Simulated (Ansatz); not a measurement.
`C[S][GeH]([CH3])[Cl]` and `[CH3][GeH]([Cl])[SeH]` differ in one atom or group.

Ansatz, PBE0-D4/def2-TZVP geometries, multiplicity 1. Each molecule was computed in one conformer, which needn't be the lowest.

Scalar relativity is left out up to krypton.

| property | `C[S][GeH]([CH3])[Cl]` |
| --- | --- |
| HOMO–LUMO gap (B3LYP/def2-TZVPP) / eV | 6.43 |
| HOMO–LUMO gap (ωB97M-V/def2-TZVPP) / eV | 10.92 |
| size of the dipole moment (PBE/def2-TZVPP) / D | 3.34 |
| HOMO energy (ωB97M-V/def2-TZVPP) / eV | -9.15 |
| zero-point energy (PBE0-D4/def2-TZVP) / kJ/mol | 223.6 |
| LUMO energy (PBE/def2-TZVPP) / eV | -0.95 |

Question: Give the same properties after the change, and the shifts. (Estimate.)

Answer: The calculation gave: 
| property | `[CH3][GeH]([Cl])[SeH]` | shift |
| --- | --- | --- |
| HOMO–LUMO gap (B3LYP/def2-TZVPP) / eV | 6.15 | -0.28 |
| HOMO–LUMO gap (ωB97M-V/def2-TZVPP) / eV | 10.76 | -0.16 |
| size of the dipole moment (PBE/def2-TZVPP) / D | 2.30 | -1.04 |
| HOMO energy (ωB97M-V/def2-TZVPP) / eV | -9.39 | -0.24 |
| zero-point energy (PBE0-D4/def2-TZVP) / kJ/mol | 142.8 | -80.8 |
| LUMO energy (PBE/def2-TZVPP) / eV | -1.46 | -0.51 |

With PBE0 the HOMO falls by 0.28 eV and the LUMO falls by 0.50 eV, so the gap narrows by about 0.22 eV. PBE moves the HOMO by -0.35 eV and ωB97M-V by -0.24 eV. The zero-point energy changes by -80.8 kJ/mol with -9 modes. Dipoles are sizes alone; their direction can turn.

B3LYP here is the variant with VWN-RPA as its local correlation; programs differ in this.

Spin–orbit coupling is left out; it splits and shifts lone-pair levels of the heavy atoms by tenths of an eV.
